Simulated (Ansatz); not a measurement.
`c1ccc(-c2ccc(-c3ccc(-c4cccnc4)nc3)nc2)nc1`. The state is a singlet with charge 0. Geometry PBE-D4/def2-SVP; atoms count from 1.

```xyz
38

C    -3.5244   -0.1494    6.8054
C    -3.3365   -1.3497    6.1055
C    -2.6927   -1.3190    4.8637
C    -2.2495   -0.0791    4.3471
C    -1.5588    0.0385    3.0385
C    -1.1374    1.3011    2.5695
C    -0.4894    1.4045    1.3404
C    -0.2616    0.2372    0.5738
C     0.4194    0.2641   -0.7411
C     0.8994    1.4416   -1.3513
C     1.5294    1.3743   -2.5945
C     1.6803    0.1205   -3.2299
C     2.3383   -0.0361   -4.5515
C     2.4559   -1.3185   -5.1304
C     3.0771   -1.4536   -6.3745
C     3.5662   -0.2999   -7.0103
N     3.4672    0.9303   -6.4814
C     2.8696    1.0479   -5.2887
N     1.2218   -1.0121   -2.6491
C     0.6212   -0.9393   -1.4622
N    -0.6636   -0.9748    1.0202
C    -1.2824   -1.0638    2.1967
N    -2.4352    1.0742    5.0284
C    -3.0517    1.0338    6.2134
H    -4.0245   -0.1262    7.7848
H    -3.6887   -2.3055    6.5226
H    -2.5380   -2.2519    4.3042
H    -1.3365    2.1800    3.1994
H    -0.1632    2.3904    0.9808
H     0.7853    2.4198   -0.8618
H     1.9008    2.2950   -3.0647
H     2.0495   -2.1763   -4.5751
H     3.1833   -2.4402   -6.8506
H     4.0625   -0.3722   -7.9950
H     2.8092    2.0765   -4.8913
H     0.2590   -1.8798   -1.0152
H    -1.5812   -2.0844    2.4943
H    -3.1804    2.0022    6.7301
```

Single mean-field runs in def2-TZVP are fitted with def2-universal-jkfit.

(1) Estimate the Mulliken populations of the heavy atoms from the PBE0/def2-TZVP orbitals of Ansatz.

(2) And the Mayer bond orders between heavy atoms (over 0.3)?

## Answers

(1) 
```json
{"atom": "C1", "charge (e)": "-0.10"}
{"atom": "C2", "charge (e)": "-0.11"}
{"atom": "C3", "charge (e)": "-0.22"}
{"atom": "C4", "charge (e)": "0.25"}
{"atom": "C5", "charge (e)": "0.08"}
{"atom": "C6", "charge (e)": "-0.20"}
{"atom": "C7", "charge (e)": "-0.19"}
{"atom": "C8", "charge (e)": "0.28"}
{"atom": "C9", "charge (e)": "0.08"}
{"atom": "C10", "charge (e)": "-0.16"}
{"atom": "C11", "charge (e)": "-0.22"}
{"atom": "C12", "charge (e)": "0.33"}
{"atom": "C13", "charge (e)": "0.00"}
{"atom": "C14", "charge (e)": "-0.20"}
{"atom": "C15", "charge (e)": "-0.08"}
{"atom": "C16", "charge (e)": "-0.04"}
{"atom": "N17", "charge (e)": "-0.20"}
{"atom": "C18", "charge (e)": "-0.08"}
{"atom": "N19", "charge (e)": "-0.21"}
{"atom": "C20", "charge (e)": "-0.14"}
{"atom": "N21", "charge (e)": "-0.22"}
{"atom": "C22", "charge (e)": "-0.09"}
{"atom": "N23", "charge (e)": "-0.22"}
{"atom": "C24", "charge (e)": "-0.08"}
```
Mulliken values depend strongly on the basis.

(2) C1–C2 1.43 (1.40 Å); C1–C24 1.39 (1.40 Å); C2–C3 1.48 (1.40 Å); C3–C4 1.38 (1.41 Å); C4–C5 1.00 (1.48 Å); C4–N23 1.38 (1.35 Å); C5–C6 1.34 (1.41 Å); C5–C22 1.32 (1.41 Å); C6–C7 1.43 (1.39 Å); C7–C8 1.35 (1.41 Å); C8–C9 1.01 (1.48 Å); C8–N21 1.33 (1.35 Å); C9–C10 1.32 (1.41 Å); C9–C20 1.33 (1.42 Å); C10–C11 1.48 (1.40 Å); C11–C12 1.34 (1.41 Å); C12–C13 0.97 (1.48 Å); C12–N19 1.34 (1.35 Å); C13–C14 1.39 (1.41 Å); C13–C18 1.35 (1.41 Å); C14–C15 1.48 (1.40 Å); C15–C16 1.38 (1.41 Å); C16–N17 1.47 (1.34 Å); N17–C18 1.54 (1.34 Å); N19–C20 1.58 (1.33 Å); N21–C22 1.59 (1.33 Å); N23–C24 1.54 (1.34 Å).
